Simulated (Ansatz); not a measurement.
Computed with Ansatz on PBE0-D4/def2-TZVP structures; ΔE is electronic, products minus reactants. CCSD(T)/CBS adds triple-zeta CCSD(T) − MP2 to the extrapolated MP2 energy (def2 sets, frozen cores). This one scheme is used for every species. Functionals use def2-TZVPP. One conformer a species, not always the lowest.

`C=C[SiH](O)[SiH](O)O` + HCl → `C=C[SiH](O)Cl` + `O[SiH2]O`  (cleavage of the Si–Si bond)

`C=C[SiH](O)[SiH](O)O`:

Z-matrix (Å, degrees):
```
Si
C 1 1.859
Si 1 2.351 2 116.8
O 1 1.668 2 112.9 3 114.0
H 1 1.495 2 107.3 3 -126.2
C 2 1.332 1 123.7 3 -7.8
H 2 1.091 1 118.4 3 171.0
O 3 1.652 1 107.9 2 21.1
O 3 1.647 1 105.4 2 142.4
H 3 1.487 1 116.7 2 -101.7
H 4 0.958 1 118.5 2 62.0
H 6 1.087 2 121.8 1 178.9
H 6 1.086 2 121.7 1 -1.0
H 8 0.959 3 117.2 1 -178.7
H 9 0.962 3 114.4 1 -27.5
```

HCl:

Z-matrix (Å, degrees):
```
Cl
H 1 1.279
```

`C=C[SiH](O)Cl`:

Cartesian coordinates in Å:
```
C -1.582 -0.053 -0.525
C -0.322 0.117 -0.917
Si 1.067 0.310 0.288
O 0.605 -0.047 1.815
Cl 2.584 -0.945 -0.325
H -2.398 -0.163 -1.233
H -1.852 -0.084 0.527
H -0.103 0.147 -1.983
H 1.620 1.677 0.339
H 0.381 -0.958 2.015
```

`O[SiH2]O`:

Z-matrix (Å, degrees):
```
Si
O 1 1.642
O 1 1.642 2 113.5
H 1 1.481 2 111.5 3 116.9
H 1 1.481 2 103.8 3 -121.2
H 2 0.958 1 117.7 3 -66.0
H 3 0.958 1 117.7 2 -66.0
```

```csv
level,ΔE (kJ/mol)
ωB97M-V,-135.0
CCSD/CBS(def2),-133.9
```

Q: What does CCSD(T)/CBS give? (Estimate.)

A: Computed: -130.7 kJ/mol. The listed levels differ from it by -4.3, -3.2 kJ/mol.

Largest T1 diagnostic among the species: 0.012.

From PBE to PBE0 (25 % exact exchange), in def2-TZVPP and without D4, ΔE moves by −7.5 kJ/mol. In def2-TZVPP, CCSD(T) changes the Hartree–Fock value by +27.2 kJ/mol (the triples alone add +3.2 kJ/mol) and MP2 by +16.7 kJ/mol.
